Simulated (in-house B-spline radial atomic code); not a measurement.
A fraction x of an electron is moved 5p → 5f in the lanthanum ion La⁴⁺, starting from [Kr] 4d10 5s2 5p5 and keeping the highest spin. All numbers are computed (scalar-relativistic (X2C) HSE06, spin-polarised, spherical fractional occupations; Fermi nucleus of rms radius 4.855 fm) with an all-electron radial atomic-structure program (B-spline basis), not measured.

Caution: exact exchange at fractional occupations of open shells leaves self-interaction of up to several eV.

```csv
x,E(x) - E(0) (eV),5p down level (eV),5f up level (eV)
0,0.0000,-56.977,-
0.125,5.1400,-57.438,-16.329
0.25,?,?,?
0.375,15.4567,-58.312,-16.878
0.5,20.6449,-58.728,-17.159
0.625,?,?,?
0.75,31.0638,-59.517,-17.747
0.875,36.2903,-59.887,-18.033
1,41.5270,-60.242,-18.308
```

(1) What belongs in the row x = 0.25?

(2) What belongs in the row x = 0.625?

(3) Check Janak's theorem between x = 0.375 and 0.5.

Answers

(1) An energy change of 10.2878 eV; 5p down at -57.882 eV, 5f up at -16.617 eV.

(2) An energy change of 25.8481 eV; 5p down at -59.131 eV, 5f up at -17.453 eV.

(3) The slope of the energy is 41.51 eV; the orbital levels give 41.50 eV (ε of the receiving orbital less ε of the emptying one, averaged over the two points).
